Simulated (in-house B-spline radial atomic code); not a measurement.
# RPA and G0W0 on TPSS: Sr5+

Configuration [Ar] 3d10 4s2 4p3, highest spin, mean-field start TPSS. Computed with a B-spline radial code for spherical atoms: all electrons, non-relativistic, point nucleus, each spin shell either full or empty, empty states to l = 9 with an (l + 1/2)⁻⁴ tail; G0W0 by contour deformation at full frequency.

Without relativity these are model numbers: it shifts the levels of so heavy an element strongly and can reorder them.

Command:
```bash
python run_gw.py task.json out
```
Settings (radii: box in bohr, nucleus in fm):
```
Z                        38
electrons                33
configuration            [Ar] 3d10 4s2 4p3
hamiltonian              nr
method                   tpss,tpss
lmax                     9
spin_polarised           True
box_radius               10.43
intervals                51
```

Time taken, with all properties: 4 s on 1 thread of Arm Neoverse N1, on a shared host.

Energies (hartree):

```
                                     term        value
                         mean-field total  -3126.41684
Hartree-Fock functional on these orbitals  -3124.89376
                      direct second order      -2.7743
                    second-order exchange      0.81262
                         SOSEX correction      0.75307
```

Problem. What is the RPA correlation energy, and what remains with SOSEX?

Solution. RPA gives -2.4482 hartree (-2.02 eV per electron); RPA + SOSEX gives -1.6952, and the second-order doubles -1.9616 hartree (no singles). RPA lacks exchange-type terms and so overcorrelates at short range.

Quasi-particle levels (eV):

```tsv
level	occupied	mean field	Σx - vxc	Σc	QP weight	G0W0
4p up	yes	-81.46	-7.34	?	?	?
4s down	yes	-95.18	-4.85	-2.92	0.955	-102.95
4p down	no	-76.58	8.92	-2.96	0.953	-70.62
```

G0W0 = mean field + (Σx - vxc) + Σc, with Σc (partial-wave tail included) taken at the quasi-particle energy. Only the outer levels were computed. Levels of low weight are left out.

Problem. Where does G0W0 put 4p up?

Solution. At -89.23 eV, with Σc = -0.44 eV and a quasi-particle weight of 0.952. The tabulated removal energy is 88 ± 2 eV (NIST, tabulated theory); the calculation leaves out relativity, Breit and QED terms, and what these don't explain is the method's own error.
